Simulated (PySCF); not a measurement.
C2H5ClSi2, SMILES ClC1=C[SiH2][SiH2]1.

Geometry optimised at r2SCAN-D4/def2-SVP. The structure was generated by enumeration, and PubChem lists no compound with its InChIKey, so it may never have been made.

These are TDDFT-PBE/def2-SVPD run with PySCF 2.14.0 values and carry that method's errors.

Vertical excitations. Isolated molecule, no solvent. State labels are in the subgroup Cs.

| state | symmetry | energy (eV) | λ (nm) | f | main pairs |
|---|---|---|---|---|---|
| S1 | A" | 4.82 | 257 | 0.000 | HOMO−1→LUMO 99 % |
| S2 | A' | 5.48 | 226 | 0.053 | HOMO→LUMO 82 % |
| S3 | A" | 5.52 | 225 | 0.000 | HOMO−2→LUMO 61 %, HOMO→LUMO+1 37 % |
| S4 | A" | 5.55 | 224 | 0.000 | HOMO→LUMO+1 63 %, HOMO−2→LUMO 34 % |
| S5 | A" | 5.90 | 210 | 0.001 | HOMO→LUMO+2 92 % |
| S6 | A' | 6.01 | 206 | 0.054 | HOMO−1→LUMO+1 78 % |
| S7 | A" | 6.15 | 202 | 0.001 | HOMO−3→LUMO 87 % |
| S8 | A' | 6.20 | 200 | 0.033 | HOMO−1→LUMO+2 57 %, HOMO−2→LUMO+1 22 %, HOMO→LUMO+3 16 % |
| S9 | A' | 6.37 | 195 | 0.008 | HOMO→LUMO+3 52 %, HOMO−2→LUMO+1 23 %, HOMO−4→LUMO 20 % |
| S10 | A" | 6.37 | 195 | 0.002 | HOMO→LUMO+4 95 % |
| T1 | A' | 3.91 | 317 | 0 | HOMO→LUMO 97 % |
| T2 | A" | 4.62 | 268 | 0 | HOMO−1→LUMO 99 % |
| T3 | A" | 5.21 | 238 | 0 | HOMO−2→LUMO 91 % |
| T4 | A' | 5.24 | 237 | 0 | HOMO−1→LUMO+1 96 % |
Triplets are in the Tamm–Dancoff approximation, which puts them higher than full response would, so one can lie above its singlet here.
